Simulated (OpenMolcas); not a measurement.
P³⁺: effect of the IPEA shift

```yaml
Program: OpenMolcas
Basis: ANO-RCC-VTZP [5s4p2d1f]
Scalar_Hamiltonian: DKH2, point nucleus
Active_space: 2 electrons in 4 orbitals (3s 3p)
State_averaging: 2S+1 = 3 even, 3 roots; 2S+1 = 1 even, 7 roots; 2S+1 = 3 odd, 3 roots; 2S+1 = 1 odd, 3 roots
Spin-orbit_coupling: RASSI with atomic mean-field integrals over the reference wave functions, term energies averaged over their components
```

Methods on the same reference wave functions:
A. CASSCF
B. MS-CASPT2, IPEA 0 Eh, imaginary shift 0.1 Eh (closed shells correlated: 2s 2p)
C. MS-CASPT2, IPEA 0.25 Eh, imaginary shift 0.1 Eh (closed shells correlated: 2s 2p)

Energies in cm-1 above 3s2 1S0, the measured ground level; measured values from Martin, Zalubas and Musgrove, J. Phys. Chem. Ref. Data 14, 751 (1985).

| Level | A | B | C | Measured |
| --- | --- | --- | --- | --- |
| 3s2 1S0 | 0.0 | 0.0 | 0.0 | 0.0 |
| 3s 3p 3P* 0 | 67084 | 67200 | 67289 | 67918 |
| 3s 3p 3P* 1 | 67284 | 67400 | 67489 | 68146 |
| 3s 3p 3P* 2 | 67689 | 67805 | 67894 | 68615 |
| 3s 3p 1P* 1 | 117049 | 107586 | 108370 |  |
| 3p2 3P0 | 165307 | 164987 | 165229 | 164941 |
| 3p2 3P1 | 165510 | 165193 | 165435 | 165185 |
| 3p2 3P2 | 165896 | 165644 | 165763 | 165654 |
| 3p2 1D2 | 179027 | 164311 | 166993 | 158142 |
| 3p2 1S0 | 208225 | 196259 | 197031 | 194592 |

Deviations, from unrounded energies. A percentage is the sum of absolute deviations over the sum of measured energies, with the sign that they share, or ± where signs differ.

```csv
Against measurement,Levels,A,B,C
mean absolute deviation (cm-1),8,4800,1300,1700
other configurations (%),8,±3.6,±1.0,±1.3
```

B lies closest to measurement on these levels and A furthest from it. The largest miss of B in the table is 3p2 1D2, by +6200 cm-1. The ranking rests on the paired levels alone, and a cruder setting can come out closer through cancelling errors.

Between B and C the level of the table that moves most is 3p2 1D2, by 2700 cm-1 (lowest in B, highest in C).

The lowest spin-free term lies below A's lowest term by 0.022 hartree in B, 0.022 hartree in C.

Over all roots computed the reference weight is 0.89 to 1.00 in B, 0.92 to 1.00 in C; the roots of lowest weight are the least certain, and an intruder state may touch them. The ¹D term of p² mixes with s d, which this space lacks. Some levels mix across a computed gap that differs much from the measured one, so their mixing is not that of the real levels (holds for C). Measured partners are found by configuration, term and J. A level has none where our copy of the source lacks it or the pairing is in doubt (some pairs that miss far off the trend of their configuration count as doubtful), and it then counts in no deviation. Only configurations of the active space appear.

* marks odd parity.
